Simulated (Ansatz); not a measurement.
Task: Name a neutral molecule of F, O, Se, Ti and H with size of the dipole moment (B3LYP/def2-TZVPP) between 1.90 and 2.20 D and HOMO energy (PBE0/def2-TZVPP) between -7.65 and -7.35 eV (Ansatz, PBE0-D4/def2-TZVP geometry).

Result: `[OH][Ti]([F])([F])[SeH]` (2.06 D, -7.48 eV). Other molecules can fit too; these were computed, each in one conformer that needn't be the lowest.

B3LYP here is the variant with VWN-RPA as its local correlation; programs differ in this.
